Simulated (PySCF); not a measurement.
# A barrier at the coupled-cluster level

Start structure (BH3BrF, singlet), relaxed at PBE0-D4/def2-TZVP:

B1  (0.068, 0.617, -0.811)
F2  (1.319, 0.622, -0.377)
H3  (-0.244, -0.223, -1.603)
H4  (-0.652, 1.500, -0.446)
H5  (0.499, -1.102, 1.887)
Br6  (-0.875, -1.179, 1.528)
(Å)

The step: BH₂F ([BH2][F]) + HBr → BH₂Br ([BH2][Br]) + HF; bonds formed: B1–Br6, F2–H5; bonds broken: B1–F2, H5–Br6. Computed with PySCF 2.14 with density fitting (its default auxiliary sets; JK sets also for MP2 and CCSD(T)) (basis: def2-TZVPP and def2-QZVPP); correlated methods freeze the cores. Filled d shells of the heavier atoms are correlated. The def2 sets are not built for correlating such inner shells, so the correlated values are less sure here. Extrapolation: Hartree–Fock as exp(−7.88 √X), correlation as X^−2.97. Energies below are by CCSD(T) at an estimated basis limit (MP2 extrapolated from triple and quadruple zeta, plus CCSD(T) − MP2 in triple zeta).

Task: What are the electronic barrier and the energy of the step, from the start structure to the end structure? (An estimate is asked for; the value comes from the calculation.)

Result: Computed: Barrier 97.2 kJ/mol; step energy 49.0 kJ/mol (uphill); reverse barrier, their difference, 48.2 kJ/mol. Barrier and step energy count from the start structure, the reverse barrier from the end structure.

The saddle point: One imaginary mode of 886i cm⁻¹.
```
  pair  start (Å)  saddle (Å)  end (Å)
B1–Br6       3.10        2.21     1.93
 F2–H5       2.96        1.20     0.93
 B1–F2       1.32        1.52     2.25
H5–Br6       1.42        1.66     2.68
```

Zero-point energy (harmonic, PBE0-D4): ZPE is 79.2 kJ/mol at the start and 78.8 kJ/mol at the saddle, so the barrier goes from 97.2 to 96.8 kJ/mol.

No T1 diagnostic of these runs exceeds 0.010.

Labels in which every atom is bracketed show which atoms are joined, not bond orders.

For scale, one of the runs: CCSD(T)/def2-TZVPP, 152 basis functions, launched by `OMP_NUM_THREADS=4 python run.py`. The run took 2.9 min on 4 CPU threads of an Arm Neoverse V1 (shared host), with 1.4 GiB of host memory at its peak.
